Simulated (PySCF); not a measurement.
Species: methyl 2-butynoate, C5H6O2.
Bonds: C1–C2, C2–C3 (triple), C3–C4, C4–O5 (double), C4–O6, O6–C7. Hydrogens: H8, H9, H10 on C1; H11, H12, H13 on C7.

Computed, not measured: TDDFT wB97X-D/def2-SVPD, vertical, gas phase, core orbitals frozen in the response (PySCF 2.14.0, density-fitted response routines). Isolated species at its GFN2-xTB geometry (one conformer only). Torsions of this conformer, `[CH3:1][C:2]#[C:3][C:4](=[O:5])[O:6][CH3:7]`: C3–C4–O6–C7 180°.

Each state is given a Gaussian of 0.4 eV full width at half maximum, with ε(max) = 2.175×10⁸ f / Δν̃ (Δν̃ the width in cm⁻¹). The cross-section is σ = 3.8235×10⁻²¹ ε cm², given in Mb (10⁻¹⁸ cm²). The width is an assumption, not a result. The curve ends short of the highest state used, and states not computed would add to its high-energy end.

(λ (nm), σ (Mb)): (163.4, 13.73), (168.6, 28.63), (173.7, 12.23), (178.9, 1.40), (184.0, 0.11), (189.2, 0.58), (194.3, 6.22), (199.5, 23.41), (204.6, 33.97), (209.8, 22.08), (214.9, 7.32), (220.1, 1.32), (225.2, 0.15), (230.4, 0.01), (235.5, 0.01), (240.7, 0.01), (245.8, 0.01), (250.9, 0.01), (256.1, 0.01), (261.2, 0.01), (266.4, 0.00), (271.5, 0.00), (276.7, 0.00), (281.8, 0.00)

Task: Locate the maxima and give the states behind the curve.

Result: 204 nm (6.07 eV), ε about 8900, made up of S3 (100%); 168 nm (7.36 eV), ε about 7500, made up of S5 (99%) (ε in L mol⁻¹ cm⁻¹; maxima over ε = 5, shares over 10%). The states used: S1 5.00 eV (f 0.0001); S2 5.87 eV (f 0.0004); S3 6.07 eV (f 0.132); S4 7.06 eV (f 0.0014); S5 7.36 eV (f 0.110); S6 7.72 eV (f 0.0086); S7 7.96 eV (f 0.017); S8 8.19 eV (f 0.0003).

Task: On this curve, what absorbance would a 10⁻⁵ mol/L sample give at 254 nm over a 1 cm path?

Result: 254 nm is 4.881 eV, where ε is about 3.2 L mol⁻¹ cm⁻¹, so A = ε c l ≈ 3.2e-05 (Beer–Lambert, with the gas-phase spectrum and the assumed width).

Task: Coming from long wavelengths, where does ε first pass 100 L mol⁻¹ cm⁻¹?

Result: At about 223 nm (5.56 eV), 0.56 eV above S1.

Task: What would ε be at 6.07 eV, the highest of these maxima, with half the width (0.2 eV)?

Result: About 17800 L mol⁻¹ cm⁻¹ against 8900, a factor of about 2.00; a lone state at its own centre would give exactly 2.
